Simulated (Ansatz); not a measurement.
Basis-set series for C2H5Cl3OZr (`CC[O][Zr]([Cl])([Cl])[Cl]`). The species carries charge 0 and has multiplicity 1. Zr takes the def2 core potential. The geometry is a stationary point of PBE0-D4/def2-TZVP. It is one conformer, not always the lowest.

```csv
functional,basis,functions,energy (Eh),HOMO (eV),LUMO (eV)
PBE0-D4,def2-TZVPP,345,-1581.89489,-9.04,-1.76
PBE0-D4,def2-QZVPP,612,-1581.94671,-9.05,-1.78
ωB97M-V,def2-TZVPP,345,-1582.31159,-11.32,0.32
ωB97M-V,def2-QZVPP,612,-1582.36109,-11.34,0.28
```

Q: Give the rows for def2-SVP. (Best estimate.)

A: The calculation gave: 
```
functional     basis  functions  energy (Eh)  HOMO (eV)  LUMO (eV)
   PBE0-D4  def2-SVP        152  -1581.23934      -9.02      -1.66
   ωB97M-V  def2-SVP        152  -1581.65487     -11.25       0.48
```

Positive LUMOs are unbound and depend on the basis.

Results of the Gaussian-basis code of Ansatz.
